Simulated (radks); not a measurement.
Results of a calculation; reference values are marked as such.
Problem. The promethium ion Pm3+, 58 electrons, occupied as [Xe] 4f3 5f1 (not the ground configuration). Code: a radial shooting solver on a logarithmic mesh with Libxc functionals. Model: Dirac Kohn-Sham, PBE, spin-unpolarised, spherical densities, point nucleus; open shells are shared between the two j in proportion to 2j + 1. Some entries of the table are withheld. Estimate them.

| orbital | occ. | eigenvalue (eV) | <r> (bohr) |
|---|---|---|---|
| 1s1/2 | 2 | -45024.70 | (1) |
| 2s1/2 | 2 | -7354.733 | 0.09846 |
| 2p1/2 | 2 | -6966.370 | 0.08245 |
| 2p3/2 | 4 | -6406.230 | 0.08897 |
| 3s1/2 | 2 | -1640.629 | 0.2601 |
| 3p1/2 | 2 | (2) | 0.2498 |
| 3p3/2 | 4 | (3) | 0.2624 |
| 3d3/2 | 4 | -1072.788 | 0.2340 |
| 3d5/2 | 6 | -1048.403 | 0.2379 |
| 4s1/2 | 2 | -362.1401 | 0.5906 |
| 4p1/2 | 2 | -298.7062 | 0.6051 |
| 4p3/2 | 4 | -273.8241 | 0.6329 |
| 4d3/2 | 4 | (4) | 0.6744 |
| 4d5/2 | 6 | (5) | 0.6841 |
| 5s1/2 | 2 | -77.7732 | 1.372 |
| 5p1/2 | 2 | -59.3908 | (6) |
| 5p3/2 | 4 | -55.3716 | (7) |
| 4f5/2 | 1.28571 | -43.8534 | 0.8705 |
| 4f7/2 | 1.71429 | -43.2703 | 0.8780 |
| 5f5/2 | 0.428571 | -11.8306 | 4.164 |
| 5f7/2 | 0.571429 | -11.8073 | 4.177 |

Solution. 
(1) 1s1/2 <r> (bohr): 0.02318
(2) 3p1/2 eigenvalue (eV): -1474.286
(3) 3p3/2 eigenvalue (eV): -1361.683
(4) 4d3/2 eigenvalue (eV): -169.3425
(5) 4d5/2 eigenvalue (eV): -164.8645
(6) 5p1/2 <r> (bohr): 1.507
(7) 5p3/2 <r> (bohr): 1.577
